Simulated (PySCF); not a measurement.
CH₁₀ClNSi₃, SMILES C[Si@](N)(Cl)[SiH2][SiH3].

Geometry: B3LYP-D3(BJ)/def2-SVP. The structure was generated by enumeration; whether it is a known compound was not checked. One conformer was computed; it need not be the lowest.

Computed with B3LYP-D3(BJ)/def2-SVP (PySCF).

Frequencies are harmonic and unscaled.

```tsv
mode	ν (cm⁻¹)	IR (km/mol)	moving atoms (share of kinetic energy)
1	24	0.3	Si 51 %, H 21 %, Cl 12 %, N 10 %
2	59	0.9	Si 46 %, H 18 %, Cl 14 %, N 13 %, C 9 %
3	116	0.4	H 79 %, N 9 %
4	128	1.3	Si 36 %, Cl 27 %, H 23 %
5	137	0.7	H 41 %, Si 23 %, C 18 %, N 10 %, Cl 9 %
6	158	0.1	H 97 %
7	199	7.8	H 28 %, C 22 %, Si 21 %, Cl 20 %, N 9 %
8	216	3.2	H 40 %, Si 23 %, N 18 %, C 14 %
9	238	10.6	N 27 %, H 25 %, Cl 22 %, Si 21 %
10	303	33.1	H 84 %, N 10 %
11	344	11.5	H 88 %, Si 9 %
12	391	8.5	Si 60 %, H 21 %, Cl 9 %
13	440	2.7	Si 77 %, H 11 %
14	463	53.2	H 61 %, N 24 %
15	511	76.4	H 69 %, Si 26 %
16	515	5.4	H 78 %, Si 17 %
17	520	173.3	Si 45 %, H 31 %, Cl 17 %
18	674	7.5	H 88 %
19	696	81.8	H 52 %, Si 23 %, C 22 %
20	709	122.7	H 63 %, Si 20 %, C 16 %
21	755	1.5	H 75 %, C 13 %, N 10 %
22	804	27.4	H 70 %, C 19 %
23	864	58.1	H 36 %, Si 31 %, N 30 %
24	878	169.1	H 80 %, Si 13 %
25	892	234.9	H 63 %, Si 19 %, N 13 %
26	921	3.6	H 93 %
27	945	58.7	H 97 %
28	949	44.4	H 97 %
29	1271	23.4	H 78 %, C 22 %
30	1429	4.9	H 96 %
31	1432	2.3	H 96 %
32	1550	48.9	H 90 %, N 10 %
33	2195	71.1	H 98 %
34	2203	25.4	H 97 %
35	2206	54.1	H 98 %
36	2212	126.8	H 96 %
37	2218	137.8	H 96 %
38	3031	2.2	H 97 %
39	3122	3.5	H 91 %, C 9 %
40	3137	2.4	H 91 %, C 9 %
41	3547	24.9	H 96 %
42	3638	23.6	H 91 %, N 9 %
```
